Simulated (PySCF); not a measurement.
**Electron correlation in N (nitrogen, neutral)**

[He] 2s2 2p3, high-spin 4S determinant. Computed with PySCF 2.14 in def2-QZVPPD (8s4p4d2f1g, 63 functions), with the non-relativistic Hamiltonian (point nucleus). Frozen: 1s2; 5 electrons correlated.

MP2 pair energies summed by pair of shells (mhartree):

| pair | energy | share (%) |
| --- | --- | --- |
| 2s-2p | -67.16 | 65.0 |
| 2p-2p | -24.32 | 23.5 |
| 2s-2s | -11.92 | 11.5 |

Total MP2 correlation energy: -103.40 mhartree.

Same-spin part -31.08 and opposite-spin part -72.32 mhartree; SCS-MP2 scales them by 1/3 and 6/5 to -97.15 mhartree.
